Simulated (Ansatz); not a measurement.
One geometry of C12H4N4⁻, that is TCNQ with one electron more, several levels of theory.

```yaml
crystal:
  periodic: [false, false, false]
  atoms:
    - {symbol: N, position_ang: [4.279427, -1.768766, -1.014467]}
    - {symbol: C, position_ang: [3.630394, -0.906962, -0.546329]}
    - {symbol: C, position_ang: [2.831405, 0.131527, 0.018088]}
    - {symbol: C, position_ang: [3.523415, 1.239352, 0.591894]}
    - {symbol: N, position_ang: [4.083701, 2.157461, 1.067557]}
    - {symbol: C, position_ang: [1.424348, 0.065944, 0.009498]}
    - {symbol: C, position_ang: [0.738609, -1.063011, -0.575689]}
    - {symbol: C, position_ang: [-0.629492, -1.126552, -0.584485]}
    - {symbol: C, position_ang: [-1.424369, -0.066408, -0.008737]}
    - {symbol: C, position_ang: [-2.831446, -0.131436, -0.018295]}
    - {symbol: C, position_ang: [-3.630322, 0.907460, 0.545537]}
    - {symbol: N, position_ang: [-4.279133, 1.769747, 1.013092]}
    - {symbol: C, position_ang: [-3.523496, -1.238818, -0.592902]}
    - {symbol: N, position_ang: [-4.083809, -2.156424, -1.069507]}
    - {symbol: C, position_ang: [-0.738625, 1.062367, 0.576785]}
    - {symbol: C, position_ang: [0.629472, 1.125911, 0.585577]}
    - {symbol: H, position_ang: [1.336213, -1.874985, -1.016587]}
    - {symbol: H, position_ang: [-1.143554, -1.990198, -1.032448]}
    - {symbol: H, position_ang: [-1.336239, 1.874278, 1.017789]}
    - {symbol: H, position_ang: [1.143521, 1.989514, 1.033638]}
basis:
  gaussian: {orbitals: def2-SVP, initial_orbitals: start.molden}
total_charge: -1
magnetization: {spin_polarized: true, initial_magnetization: 1}
hamiltonian: {xc: pbe, dispersion: d4}
scf: {omitted_lower_state_checks: [starts]}
output: {orbitals: {seedname: orbitals}}
```

The file start.molden holds the orbitals of an earlier run on this structure, at another level or in another basis.

```sh
$ ansatz run in.yaml --threads 4 --pin off --events-out ev --progress --plain --max-ram 6963MiB
```

Output, abridged:

```
Functional definition: PBE
2816 factors; their error is unknown
mean field evaluation 1: about -18433.0171 eV, gradient 7.1e0 eV
mean field evaluation 2: about -18433.2321 eV, gradient 2.3e-1 eV
mean field evaluation 4: about -18433.0565 eV, gradient 3.5e-3 eV
mean field -18433.05652826 eV, -677.4023330392 hartree, gradient 1.6e-5 eV, S^2 0.752867; 0 other end points of the search recorded, 0 dependent functions left out
reference -18433.05656739 eV, -677.4023344772 hartree; 53, 52 occupied and 191, 192 virtual orbitals, 2816 factors
Total energy: -18433.83776067 eV, -677.4310428006 hartree
Checks for a lower state left out: starts
```

It took 8.5 s on 4 threads of Arm Neoverse V2 on a shared host.

As the first input, with `gaussian: {orbitals: def2-SVP}`, `hamiltonian: {xc: pbe0, dispersion: d4}` (abridged; 14 s):

```
Functional definition: PBE0
mean field evaluation 16: about -18433.2624 eV, gradient 7.7e-3 eV
mean field -18433.26235255 eV, -677.4098969422 hartree, gradient 7.4e-5 eV, S^2 0.765921
Total energy: -18433.93460818 eV, -677.4346018809 hartree
Checks for a lower state left out: starts
```

First input, but with `hamiltonian: {xc: {name: r2SCAN0}, dispersion: d4}` (abridged; 22 s):

```
Functional definition: r2SCAN0
mean field -18441.51682856 eV, -677.7132433404 hartree, gradient 6.0e-5 eV, S^2 0.777054
Total energy: -18441.77256358 eV, -677.7226414293 hartree
Checks for a lower state left out: starts
```

Geometry: PBE-D4/def2-SVP, that of the neutral singlet.
